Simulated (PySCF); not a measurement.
# Vibration and rotation of ScB

UHF-CCSD(T) constants of ScB, ⁵Σ⁻ (quintet), unpaired electrons σ ↑↑, π ↑↑ (Sc def2-TZVPP, B def2-TZVPP; no relativity (PySCF 2.14); masses 44.9559 and 11.0093 u):

```
ωe                     : 651.7 cm⁻¹
ωexe                   : 1.98 cm⁻¹
Be                     : 0.43955 cm⁻¹
αe                     : 0.00230 cm⁻¹
De to Sc (3d1 4s2) + B : 1.62 eV
```

Problem. What force constant and bond length do these constants imply?

Solution. Reduced mass μred = 8.8436 u; k = 5.8918×10⁻⁷·μred·ωe² (u, cm⁻¹, mdyn/Å) = 2.21 mdyn/Å; Re = √(16.8576/(μred·Be)) (u, cm⁻¹, Å) = 2.082 Å.

Problem. Estimate the centrifugal constant D from the Kratzer relation and find the Dunham coefficient a1.

Solution. D = 4Be³/ωe² = 8e-07 cm⁻¹; a1 = −1 − αeωe/(6Be²) = -2.29.

Correlated steps freeze 6 core orbitals. The CCSD T1 diagnostic is raised, a sign that a single reference may not be enough here. The state is the lowest single determinant that the PBE0 search found; with open d or f shells the true ground state can be another one.
